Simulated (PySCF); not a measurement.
## Nuclear quadrupole coupling in [NbO4]3-

Species: [NbO4]3- (charge -3 and singlet state).
Geometry (PBE0-D3(BJ)/def2-SVP, Å), atoms numbered from 1 in this order:
```xyz
5
NbO4 angstrom
Nb     0.000    0.000    0.000
O      0.015   -0.014    1.867
O      1.755    0.010   -0.636
O     -0.889    1.527   -0.604
O     -0.880   -1.524   -0.626
```

Field gradients from the PBE0/pcSseg-1 (def2-TZVP on Nb) density (PySCF, non-relativistic but for the core potentials past Kr), principal values in atomic units, ordered |Vxx| ≤ |Vyy| ≤ |Vzz|:

```
atom     Vxx     Vyy      Vzz
  O2  0.0233  0.0243  -0.0476
  O3  0.0233  0.0243  -0.0476
  O4  0.0238  0.0240  -0.0478
  O5  0.0238  0.0242  -0.0479
```

Question: Find the asymmetry η = (Vxx − Vyy)/Vzz and the couplings χ = eQV/h (234.96 MHz × Q in barn × V in au), with Q(17O) = −0.0256 b.

Answer: 
| atom | environment | nucleus | η | χzz (MHz) | χxx (MHz) | χyy (MHz) |
| --- | --- | --- | --- | --- | --- | --- |
| O2 | oxygen bonded to Nb | 17O | 0.02 | 0.286 | -0.140 | -0.146 |
| O3 | oxygen bonded to Nb | 17O | 0.02 | 0.286 | -0.140 | -0.146 |
| O4 | oxygen bonded to Nb | 17O | 0.00 | 0.287 | -0.143 | -0.144 |
| O5 | oxygen bonded to Nb | 17O | 0.01 | 0.288 | -0.143 | -0.145 |

The gradient is axial or nearly so (η below 0.05) at O2, O3, O4 and O5. The tensor is traceless: Vxx + Vyy + Vzz = 0.

Question: What is Vzz at O4 in SI units (1 au = 9.71736 × 10²¹ V/m²)?

Answer: -0.0478 au = -0.464 × 10²¹ V/m².

Whether so highly charged an anion holds all its electrons in the gas phase wasn't checked; a finite basis holds them in any case. No counter-ion or solvent screens the charge of this multiply charged ion. Atoms past krypton carry effective core potentials; spin–orbit coupling is left out. The pcSseg-1 basis has no diffuse functions, a weakness for an anion. The HOMO energy is positive at this level (+8.75 eV), so the outermost electrons may be held by the finite basis alone. These gradients aren't converged with respect to the basis.

The run behind these numbers computed NMR shieldings as well. On one thread of an Arm Neoverse V2, no GPU, on a shared host, this took 5.3 s of wall time.
